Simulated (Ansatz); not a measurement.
Reaction: GeAsH5 (SMILES [GeH3][AsH2]) → GeH3 (SMILES [GeH3], doublet) + AsH2 (SMILES [AsH2], doublet) (the As-Ge bond breaks)
Each species at its own B3LYP-D3(BJ)/def2-TZVP minimum (Ansatz, a program for electronic structure).

Quantity: bond dissociation energy (electronic), in kcal/mol. Radicals and triplets start from unrestricted determinants; spin-orbit coupling is neglected. Correlated methods leave the cores frozen (noble-gas shells, and filled d and f shells in the p block). No relativity. CBS(X,Y): correlation extrapolated as X^-3, Hartree-Fock from the larger set. A bracket is a step between two methods taken in the basis named. Double hybrids freeze cores in their MP2 part.

CCSD(T)/CBS(cc-pVTZ,cc-pVQZ) + [CCSDT(Q) - CCSD(T)]/cc-pVTZ (Ansatz) gives 63.4 kcal/mol.

How far off this value is PBE/def2-TZVPD (Ansatz), in which direction, and how far these levels: r2SCAN/def2-TZVPD, PBE0/def2-TZVPD, wB97M-V/def2-TZVPD, B2PLYP/def2-TZVPD, CCSD(T)/CBS(cc-pVTZ,cc-pVQZ)?

PBE gives 63.2 kcal/mol, 0.2 kcal/mol below it. Differences of the others: r2SCAN/def2-TZVPD (Ansatz) -2.0; PBE0/def2-TZVPD (Ansatz) -0.8; wB97M-V/def2-TZVPD (Ansatz) -0.5; B2PLYP/def2-TZVPD (Ansatz) -2.6; CCSD(T)/CBS(cc-pVTZ,cc-pVQZ) (Ansatz) 0.0 kcal/mol.
